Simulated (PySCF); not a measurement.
Be(Et)(SeH) (C2H6BeSe), SMILES C[CH2][Be][SeH].

Geometry: TPSSh-D3(BJ)/def2-SVP. The structure was generated by enumeration; whether it is a known compound was not checked. One conformer was computed; it need not be the lowest.

Two levels are set side by side: PBE/def2-TZVP (PySCF) and ωB97X/def2-TZVP (PySCF). Same geometry, gas phase. Differences are taken from unrounded values.

```tsv
quantity	ωB97X	PBE	PBE minus ωB97X
orbital gap (eV)	10.68	4.65	-6.03
highest occupied level (eV)	-9.41	-6.05	3.36
lowest empty level (eV)	1.27	-1.40	-2.67
dipole moment (D)	1.11	0.91	-0.20
mean polarisability (bohr³)	65.9	69.7	3.8
```

Without exact exchange PBE keeps part of each electron's self-repulsion, which lifts occupied levels and narrows the gap. PBE's more diffuse valence density responds more strongly to a field. Differences between two approximate levels are no errors against the true value.

Rough cost on one machine, each run with all the roots and properties that it gave: ωB97X against PBE within a factor of 2.
